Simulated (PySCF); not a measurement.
Mo(O)2(NH2)(Me) (CH5MoNO2), SMILES [CH3][Mo]([NH2])(=[O])=[O], multiplicity 1. Heavy atoms are numbered as in [Mo:1](=[O:2])(=[O:3])([NH2:4])[CH3:7]. Hydrogens are named by the atom that carries them.

The structure is a stationary point at B3LYP-D3(BJ)/def2-SVP. The spin state was assumed, not searched. The structure was generated by enumeration; whether it is a known compound was not checked. The def2 effective core potentials stand for the cores of Mo; spin–orbit coupling is left out. One conformer was computed; it need not be the lowest.

Method: PBE/def2-TZVP (PySCF).

ESP charges are fitted to the potential on shells at 1.4 to 2.0 van der Waals radii. Atomic charges (e), one atom of each kind:

```
atom      Löwdin  ESP fit  Mulliken
--------  ------  -------  --------
Mo1         0.62     1.37      1.45
O2             ?    -0.49     -0.53
N4 (NH2)       ?    -1.04     -0.76
H on N4        ?     0.42      0.26
C7 (CH3)   -0.49    -0.71     -0.60
H on C7     0.13     0.18      0.16
```

Question: Some entries are withheld; supply them. (An estimate is asked for; the answer gives what the named calculation found.)

Answer: 
- O2, Löwdin: -0.26
- N4 (NH2), Löwdin: -0.32
- H on N4, Löwdin: 0.16
